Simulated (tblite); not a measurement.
C7H8FO (doublet state).
Atom-mapped SMILES: `[CH2:1]=[C:2]/[C:3]([CH:4]=[CH2:5])=[CH:6]\[O:7][CH2:8][F:9]` (hydrogens: H10, H11 on C1; H12 on C4; H13, H14 on C5; H15 on C6; H16, H17 on C8)

Geometry (GFN2-xTB, Å), atoms numbered from 1 in this order:
```xyz
17
C7H8FO angstrom
C     -1.2952    2.3091    0.2609
C     -0.8750    1.0943    0.2003
C     -0.4681   -0.1936    0.1572
C     -1.4551   -1.2719    0.0220
C     -2.7653   -1.0913   -0.0551
C      0.8726   -0.5501    0.2340
O      1.8495    0.4185    0.3368
C      3.1154   -0.0245    0.5814
F      3.2436   -0.4825    1.8748
H     -1.5441    2.7916    1.1987
H     -1.4133    2.9307   -0.6185
H     -1.0378   -2.2691   -0.0094
H     -3.4451   -1.9197   -0.1513
H     -3.2011   -0.1067   -0.0254
H      1.1963   -1.5797    0.2197
H      3.7990    0.8253    0.4761
H      3.4167   -0.8684   -0.0626
```

All values are computed: GFN2-xTB (tblite) harmonic vibrations without scaling, gas phase. This tight-binding method is rough: wavenumbers can miss measured ones by several per cent, in bad cases by 10 to 20. One conformer, not necessarily the lowest. Open shells enter through the occupations alone, without spin polarisation, and single modes of such species can be off by tens of per cent.

Harmonic wavenumbers (cm⁻¹): 31.1, 55.0, 87.6, 100.8, 156.2, 162.2, 211.4, 317.5, 359.1, 400.5, 426.0, 460.1, 528.6, 573.7, 633.9, 683.9, 826.3, 863.9, 885.8, 934.9, 943.5, 1005.5, 1013.6, 1015.4, 1096.4, 1163.3, 1196.4, 1253.6, 1272.4, 1310.4, 1323.2, 1389.6, 1405.0, 1422.1, 1446.5, 1681.8, 1959.9, 2852.7, 2958.3, 2982.6, 3002.4, 3063.9, 3075.0, 3107.6, 3135.9.

A = 2884, B = 826.2, C = 681.9 MHz; mass 127.056 u (most abundant isotopes); point group C1, symmetry number 1; spin multiplicity 2.

**Question.** What is the zero-point energy?

**Answer.** ½Σν̃ = 27388 cm⁻¹ = 78.31 kcal/mol.

**Question.** What is S at 298.15 K and 1 bar for an ideal gas of classical rigid rotors and harmonic oscillators?

**Answer.** Translation 40.46, rotation 29.67, vibration 32.89, spin (R ln 2) 1.38: S = 104.4 cal/(mol K).

**Question.** And Cp and H(298.15 K) − H(0)?

**Answer.** Cp = 38.40 cal/(mol K), of which vibrations give 30.45 (their classical limit is 45 R = 89.4); H(298.15 K) − H(0) = 7.24 kcal/mol without the zero-point energy, 4.87 from vibrations.

**Question.** What must be added to the electronic energy to get the Gibbs energy at 298.15 K and 1 bar?

**Answer.** ZPE + [H(298.15 K) − H(0)] − T·S = 78.31 + 7.24 − 31.13 = 54.42 kcal/mol.

**Question.** Blend soft modes into free rotors: weight 1/[1 + (100 cm⁻¹/ν̃)⁴] for the oscillator and the rest for a rotor with moment μB/(μ + B), μ = h/(8π²ν), B = 10⁻⁴⁴ kg m². What vibrational entropy results?

**Answer.** 29.31 cal/(mol K) in place of 32.89, which changes −T·S at 298.15 K by +1.07 kcal/mol.

**Question.** How do the functions run with temperature in this model?

**Answer.** 
```json
{"T (K)": "150", "S (cal/(mol K))": "83.2", "Cp (cal/(mol K))": "24.8", "H − H(0) (kcal/mol)": "2.55", "G − H(0) (kcal/mol)": "-9.93", "ln q(vib)": "4.07"}
{"T (K)": "250", "S (cal/(mol K))": "98.0", "Cp (cal/(mol K))": "34.0", "H − H(0) (kcal/mol)": "5.49", "G − H(0) (kcal/mol)": "-19.01", "ln q(vib)": "6.99"}
{"T (K)": "400", "S (cal/(mol K))": "116.9", "Cp (cal/(mol K))": "47.1", "H − H(0) (kcal/mol)": "11.60", "G − H(0) (kcal/mol)": "-35.17", "ln q(vib)": "11.08"}
{"T (K)": "600", "S (cal/(mol K))": "138.7", "Cp (cal/(mol K))": "60.2", "H − H(0) (kcal/mol)": "22.42", "G − H(0) (kcal/mol)": "-60.79", "ln q(vib)": "16.20"}
{"T (K)": "900", "S (cal/(mol K))": "165.6", "Cp (cal/(mol K))": "72.5", "H − H(0) (kcal/mol)": "42.50", "G − H(0) (kcal/mol)": "-106.59", "ln q(vib)": "23.19"}
```

q(vib) and H(0) count from the zero-point level.

Hindered rotation and anharmonicity are outside this model. Other conformers, if any are populated, would add a mixing term that is left out. The structure is chiral; the term R ln 2 for an equal mix with its mirror image is left out.
